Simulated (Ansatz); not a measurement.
System: C5H10O (charge 0, singlet). 
Structure (B3LYP-D3(BJ)/def2-TZVP (Ansatz, a first-principles code) minimum search):
```xyz
16

C     -2.8458    -0.2890    -0.3223
C     -1.4366    -0.6095    -0.8115
C     -0.3516     0.0296     0.0516
C      1.0540    -0.2890    -0.4349
C      2.1628     0.3166     0.3806
O      2.0079     1.0084     1.3534
H     -2.9965    -0.6454     0.6993
H     -3.6035    -0.7559    -0.9539
H     -3.0261     0.7885    -0.3252
H     -1.2934    -1.6951    -0.8296
H     -1.3227    -0.2713    -1.8469
H     -0.4568    -0.3033     1.0875
H     -0.4861     1.1142     0.0746
H      1.2333    -1.3722    -0.4619
H      1.2041     0.0410    -1.4716
H      3.1871     0.0795     0.0192
```

Parts of the frozen-core correlation energy in STO-3G (Ansatz, hartree). Frozen orbitals: 6; correlated occupied orbitals by spin: 18 and 18; virtual: 16 and 16. No spin-orbit coupling. No relativistic terms. The restricted reference is unstable.

| term | value |
|---|---|
| reference (HF) | -266.68361 |
| MP2 opposite-spin | … |
| MP2 same-spin | … |
| CCSD correlation | -0.40554 |
| (T) | … |
| T1 diagnostic | 0.006 |
| largest doubles amplitude | 0.153 |

Task: Some entries are withheld; supply them.

Result: 
- MP2 opposite-spin, value: -0.27396
- MP2 same-spin, value: -0.04393
- (T), value: -0.00412
